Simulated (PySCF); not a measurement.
Two-component Hartree-Fock for Mn (manganese, neutral)

Start: [Ar] 3d6 4s1; 3d3/2 filled at m_j = +3/2; 3d5/2 filled at m_j = -3/2, -1/2, +1/2, +3/2, +5/2; 4s1/2 filled at m_j = +1/2. Calculated with PySCF 2.14 in x2c-SVPall-2c with one added diffuse shell each of s, d type (6s5p4d1f, 48 functions): generalised Hartree-Fock with the X2C-1e Hamiltonian and a Gaussian nucleus; one run each with spin-orbit coupling (SO) switched off, then screened by Boettger's factors. This is a chosen level, not necessarily the ground level.

| spinor shell | electrons | ε, spin-free (eV) | ε, screened SO (eV) | weight of nominal j (screened SO) | rms radius, screened SO (bohr) |
| --- | --- | --- | --- | --- | --- |
| 1s1/2 | 2 | -6591.5 | -6591.5 | 1.000 | 0.0704 |
| 2s1/2 | 2 | -797.78 | -797.75 | 1.000 | 0.302 |
| 2p1/2 | 2 | -671.78 | -679.23 | 0.989 | 0.271 |
| 2p3/2 | 4 | -671.78 | -668.08 | 0.994 | 0.274 |
| 3s1/2 | 2 | -100.58 | -100.56 | 1.000 | 0.920 |
| 3p3/2 | 4 | -63.114 | -62.491 | 0.830 | 0.997 |
| 3p1/2 | 2 | -63.114 | -64.328 | 0.660 | 0.995 |
| 3d5/2 | 5 | -10.399 | -11.319 | 0.591 | 1.46 |
| 4s1/2 | 1 | -6.301 | -6.300 | 0.999 | 3.82 |
| 3d3/2 | 1 | -10.399 | -5.748 | 0.791 | 1.80 |

```
   quantity    spin-free  screened SO
E (hartree)  -1157.08607  -1157.09753
        M_J          9/2          9/2
       ⟨J²⟩       24.776       24.776
       ⟨L²⟩        6.008        6.012
       ⟨S²⟩        8.768        8.765
```

Each row is a mean over spinors that exchange with the open shell spreads, by up to 13.214 eV (3p3/2).

Rows whose weight is well below 1 are mixtures of j = l ± 1/2: exchange outweighs spin-orbit coupling there, and the label is only the starting occupation.

Without spin-orbit coupling the j labels of p, d and f shells carry no meaning; the spin-free column gives the mean over the occupied spinors of each nl shell.
